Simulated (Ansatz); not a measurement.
Ideal-gas functions of C₃H₄In, SMILES `C#[C][In][CH3]` radical at 298.15 K and 1 bar, from an Ansatz frequency run at PBE0-D4/def2-TZVP.

Molar mass 154.88 g/mol, point group Cs (symmetry number 1), electronic degeneracy 2, moments of inertia 45.222, 220.029, 262.048 u Å². Harmonic wavenumbers (cm⁻¹, unscaled): 48, 79, 141, 218, 387, 456, 610, 688, 706, 723, 1131, 1430, 1443, 2089, 3058, 3154, 3188, 3454.

Use S(trans) = R[1.5 ln M + 2.5 ln T − 1.1517]; rotational temperatures θ = 24.2544 K / I; S(rot) = R[ln(√π/σ · √(T³/θAθBθC)) + 1.5]; for each mode x = 1.438777 ν̃/T, S = R[x/(eˣ − 1) − ln(1 − e⁻ˣ)] and H = RT x/(eˣ − 1); 1 cm⁻¹ = 0.0119627 kJ/mol; R = 8.31446 J/(mol·K).

Task: By hand: the entropy, in J/(mol·K).

Result: Translation 171.7. Rotation: θ = 0.5363, 0.1102, 0.0926 K, giving 109.9. Vibration, mode by mode: 20.49, 16.38, 11.67, 8.27, 4.23, 3.25, 1.81, 1.34, 1.25, 1.17, 0.23, 0.07, 0.06, 0.00, 0.00, 0.00, 0.00, 0.00, in all 70.2. Electronic 5.8. Sum 357.6 J/(mol·K).

Task: By hand: H − E and G − E in kJ/mol, counted from the electronic energy.

Result: Zero-point energy ½ × 23003 × 0.0119627 = 137.6; thermal vibration 10.3; translation, rotation and pV give 4 RT = 9.9. H − E = 157.8 kJ/mol, and G − E = 157.8 − 298.15 × 357.6/1000 = 51.2 kJ/mol.

Vibration gives 20 % of the entropy, 48.6 J/(mol·K) of it from the modes under 150 cm⁻¹: soft modes count most, and the harmonic formula is weakest for them.
